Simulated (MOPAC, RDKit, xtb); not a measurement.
Noncovalent pair: PH3 (SMILES P) (first 4 atoms) with ClH3Si (SMILES [SiH3]Cl); geometry from B3LYP-D3(BJ)/def2-TZVP, rigid monomers moved along the line of their centres of mass till P1···Cl6 is 4.19 Å.
(charge 0, multiplicity 1):
```xyz
9

P      0.110    -0.298     0.057
H      1.355    -0.926     0.311
H      0.321    -0.243    -1.346
H      0.621     1.005     0.277
Si    -0.914    -0.719     4.728
Cl     0.914     0.066     4.152
H     -1.615     0.299     5.535
H     -0.659    -1.929     5.534
H     -1.682    -1.049     3.514
```

Counterpoise-corrected where a basis set is named; no monomer relaxation.

The state that PM3 reach isn't checked.

The values were computed with MOPAC for PM3 (differences of heats of formation); RDKit for the force fields; xtb for the GFN methods. Each number belongs to the level named beside it.

**Question.** One of these levels gives -52.1 meV for the interaction energy. Which?
A) MMFF94
B) GFN-FF
C) PM3

**Answer.** B, GFN-FF. The others give -35.9 (MMFF94), 37.7 (PM3)
